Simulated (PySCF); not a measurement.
CH₆O₃Si₂, SMILES O=C([SiH2]O)[SiH2]O.

Geometry optimised at ωB97X-D3(BJ)/def2-SVP. The structure was generated by enumeration, and PubChem lists no compound with its InChIKey, so it may never have been made. The values are those of a single conformer.

All values below come from SMD-M06-2X/def2-SVP (PySCF).

Solvation free energies are E(SMD) − E(gas) at the gas-phase geometry, for 1 M in both phases. In vacuum the dipole moment is 1.04 D.

| solvent | ΔG(solv) (kcal/mol) | its non-electrostatic (CDS) part | dipole (D) |
|---|---|---|---|
| water | -5.0 | 4.3 | 1.44 |
| chlorobenzene | -3.6 | -1.0 | 1.27 |
| chloroform | -3.5 | 0.2 | 1.23 |
